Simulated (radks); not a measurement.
Coulomb parameter of the 5d shell of the tantalum ion Ta+ in the model configuration [Xe] 4f14 5d2.5 6s1.5, as a second difference U = [E(n + 0.5) + E(n - 0.5) - 2 E(n)] / (0.5)^2 with all orbitals relaxed. "Bare": the charge of the atom changes with n. "Screened": the 6s shell takes up the change at fixed total charge, which measures U(5d,5d) + U(6s,6s) - 2 U(5d,6s). All-electron calculation, scalar-relativistic Kohn-Sham, PBE, spin-unpolarised, spherical densities, finite nucleus; Fermi nuclear charge, rms radius 5.3507 fm. Program: a radial shooting solver on a logarithmic mesh with Libxc functionals.

| case | configuration | E - E(n) (eV) |
|---|---|---|
| start | [Xe] 4f14 5d2.5 6s1.5 | 0.000 |
| bare +0.5 | [Xe] 4f14 5d3 6s1.5 | -4.526 |
| bare -0.5 | [Xe] 4f14 5d2 6s1.5 | 6.823 |
| screened +0.5 | [Xe] 4f14 5d3 6s1 | 0.479 |
| screened -0.5 | [Xe] 4f14 5d2 6s2 | -0.303 |

U(bare) = 9.188 eV, U(screened by 6s) = 0.705 eV, against the Slater integral F0(5d,5d) = 12.031 eV with frozen orbitals.
